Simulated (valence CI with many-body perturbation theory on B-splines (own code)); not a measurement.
Energy levels of Pt⁴⁶⁺

Method: configuration interaction combined with many-body perturbation theory (CI+MBPT): four valence electrons over a frozen Dirac-Fock core [Ar] 3d10, radial functions for each j: 11 s, 11 p, 10 d, 8 f, 5 g, 2 h, with the one-electron correlation potential Σ1 (screened to all orders), the two-electron term Σ2, the three-electron term Σ3, Breit, model QED; selected single and double excitations, second order for the rest, scaled by the run's own slope (own B-spline code, finite nucleus).

The last digits are not significant, and no measured levels were compared; by estimate large intervals hold to a few tenths of a per cent, small ones and those within an open d or f shell to about a per cent. Among the levels kept, up to 410 cm⁻¹ of a level comes from second order outside the variational space, and about a tenth of that is noise between levels of different J, which matters for small intervals.

Levels 46 to 90 of 187, with energies above the lowest level, (4s^2 4p1/2^2) J=0. "Leading %" is the weight of the configuration and term that name the level; weights of strongly mixed levels are sums over their largest components and can fall short. In the jj column 3d3/2^4 stands for four electrons in 3d with j = 3/2. Lifetimes count E1, E2, E3, M1 and M2 decay at the calculated energies, and are blank where another channel may lead or the interval is too uncertain; long ones can be off by a factor of two.

| No. | Configuration | Term | J | E (Ry) | Leading % | g | Lifetime | Leading jj |
| --- | --- | --- | --- | --- | --- | --- | --- | --- |
| 46 | 4s4p²4d | ³D | 2 | 39.404 | 28 | 1.426 | 533 fs | 4s 4p1/2 4p3/2 4d3/2 (90 %) |
| 47 | 4s4p²4d | ⁵D | 4 | 39.459 | 49 | 1.395 | 214 ps | 4s 4p1/2 4p3/2 4d5/2 (98 %) |
| 48 | 4s4p²4d | ³D | 1 | 39.568 | 36 | 1.059 | 778 fs | 4s 4p1/2 4p3/2 4d3/2 (92 %) |
| 49 | 4s4p²4d | ³G | 3 | 39.851 | 42 | 0.908 | 735 fs | 4s 4p1/2 4p3/2 4d3/2 (84 %) |
| 50 | 4s4p²4d | ³G | 5 | 40.247 | 57 | 1.280 | 59.2 ps | 4s 4p1/2 4p3/2 4d5/2 (98 %) |
| 51 | 4s4p²4d | ³P | 2 | 40.322 | 38 | 1.360 | 2.44 ps | 4s 4p1/2 4p3/2 4d5/2 (94 %) |
| 52 | 4s4p²4d | ³D | 1 | 40.365 | 55 | 0.948 | 515 fs | 4s 4p1/2 4p3/2 4d3/2 (71 %) |
| 53 | 4s4p²4d | ³P | 0 | 40.783 | 77 |  | 446 fs | 4s 4p1/2 4p3/2 4d3/2 (83 %) |
| 54 | 4s4p²4d | ³F | 3 | 40.806 | 38 | 1.240 | 2.08 ps | 4s 4p1/2 4p3/2 4d5/2 (90 %) |
| 55 | 4s4p²4d | ³F | 2 | 40.974 | 34 | 1.007 | 383 fs | 4s 4p1/2 4p3/2 4d3/2 (75 %) |
| 56 | 4s4p²4d | ³P | 1 | 41.111 | 47 | 1.198 | 976 fs | 4s 4p1/2 4p3/2 4d5/2 (59 %) |
| 57 | 4s4p²4d | ³D | 3 | 41.209 | 56 | 1.272 | 1.26 ps | 4s 4p1/2 4p3/2 4d5/2 (87 %) |
| 58 | 4s4p²4d | ¹D | 2 | 41.289 | 39 | 1.117 | 1.32 ps | 4s 4p1/2 4p3/2 4d5/2 (75 %) |
| 59 | 4s4p²4d | ¹G | 4 | 41.342 | 48 | 1.142 | 3.04 ps | 4s 4p1/2 4p3/2 4d5/2 (89 %) |
| 60 | 4s4p²4d | ³D | 3 | 41.830 | 38 | 1.219 | 816 fs | 4s 4p1/2 4p3/2 4d5/2 (90 %) |
| 61 | 4s4p²4d | ³F | 4 | 41.884 | 45 | 1.156 | 1.10 ps | 4s 4p1/2 4p3/2 4d5/2 (88 %) |
| 62 | 4s4p²4d | ³D | 1 | 41.892 | 46 | 0.849 | 1.53 ps | 4s 4p1/2 4p3/2 4d5/2 (93 %) |
| 63 | 4s4p²4d | ³P | 1 | 42.370 | 33 | 1.368 | 1.13 ps | 4s 4p1/2 4p3/2 4d5/2 (95 %) |
| 64 | 4s4p²4d | ³P | 0 | 42.455 | 44 |  | 1.03 ps | 4s 4p1/2 4p3/2 4d5/2 (85 %) |
| 65 | 4s4p²4d | ³D | 2 | 42.456 | 45 | 1.164 | 953 fs | 4s 4p1/2 4p3/2 4d5/2 (92 %) |
| 66 | 4s4p²4d | ¹F | 3 | 42.591 | 40 | 1.065 | 754 fs | 4s 4p1/2 4p3/2 4d5/2 (89 %) |
| 67 | 4s4p²4d | ³P | 2 | 42.779 | 38 | 1.157 | 607 fs | 4s 4p1/2 4p3/2 4d5/2 (89 %) |
| 68 | 4s²4d² | ³F | 2 | 44.623 | 64 | 0.796 | 282 fs | 4s^2 4d3/2^2 (87 %) |
| 69 | 4p⁴ | ¹D | 2 | 45.214 | 58 | 1.119 | 599 fs | 4p1/2 4p3/2^3 (80 %) |
| 70 | 4p⁴ | ³P | 1 | 45.229 | 84 | 1.409 | 460 fs | 4p1/2 4p3/2^3 (84 %) |
| 71 | 4s²4d² | ³P | 0 | 45.247 | 65 |  | 286 fs | 4s^2 4d3/2^2 (87 %) |
| 72 | 4s4p²4f | ³F° | 3 | 45.438 | 25 | 1.070 | 5.01 ps | 4s 4p1/2^2 4f5/2 (88 %) |
| 73 | 4s4p²4f | ³F° | 2 | 45.488 | 40 | 0.628 | 2.48 ps | 4s 4p1/2^2 4f5/2 (96 %) |
| 74 | 4s²4d² | ³F | 3 | 46.114 | 74 | 1.080 | 586 fs | 4s^2 4d3/2 4d5/2 (74 %) |
| 75 | 4s4p²4f | ³F° | 4 | 46.138 | 35 | 1.268 | 4.79 ps | 4s 4p1/2^2 4f7/2 (96 %) |
| 76 | 4s²4d² | ¹G | 4 | 46.247 | 51 | 1.058 | 708 fs | 4s^2 4d3/2 4d5/2 (65 %) |
| 77 | 4s4p²4f | ³G° | 3 | 46.263 | 23 | 1.012 | 3.55 ps | 4s 4p1/2^2 4f7/2 (88 %) |
| 78 | 4s²4d² | ³P | 2 | 46.409 | 34 | 1.157 | 527 fs | 4s^2 4d3/2 4d5/2 (76 %) |
| 79 | 4s²4d² | ³P | 1 | 46.546 | 79 | 1.561 | 510 fs | 4s^2 4d3/2 4d5/2 (79 %) |
| 80 | 4s²4p4f | ³F | 3 | 46.763 | 31 | 1.013 | 1.58 ps | 4s^2 4p3/2 4f5/2 (69 %) |
| 81 | 4s²4p4f | ³F | 4 | 46.998 | 51 | 1.179 | 3.47 ps | 4s^2 4p3/2 4f7/2 (56 %) |
| 82 | 4s²4p4f | ³D | 2 | 47.047 | 38 | 0.989 | 2.42 ps | 4s^2 4p3/2 4f5/2 (78 %) |
| 83 | 4p³4d | ³F° | 2 | 47.128 | 31 | 1.013 | 2.29 ps | 4p1/2^2 4p3/2 4d3/2 (90 %) |
| 84 | 4s²4p4f | ³D | 1 | 47.226 | 88 | 0.507 | 3.50 ps | 4s^2 4p3/2 4f5/2 (88 %) |
| 85 | 4p³4d | ³P° | 0 | 47.393 | 58 |  | 2.05 ps | 4p1/2^2 4p3/2 4d3/2 (93 %) |
| 86 | 4s²4d² | ³F | 4 | 47.416 | 47 | 1.210 | 2.16 ps | 4s^2 4d5/2^2 (43 %) |
| 87 | 4s²4p4f | ³D | 3 | 47.507 | 40 | 1.170 | 3.19 ps | 4s^2 4p3/2 4f7/2 (86 %) |
| 88 | 4s²4p4f | ³G | 5 | 47.549 | 88 | 1.213 | 4.78 ps | 4s^2 4p3/2 4f7/2 (88 %) |
| 89 | 4p³4d | ³D° | 1 | 47.582 | 31 | 1.126 | 1.58 ps | 4p1/2^2 4p3/2 4d3/2 (94 %) |
| 90 | 4p³4d | ³F° | 3 | 47.867 | 22 | 1.118 | 1.22 ps | 4p1/2^2 4p3/2 4d3/2 (73 %) |
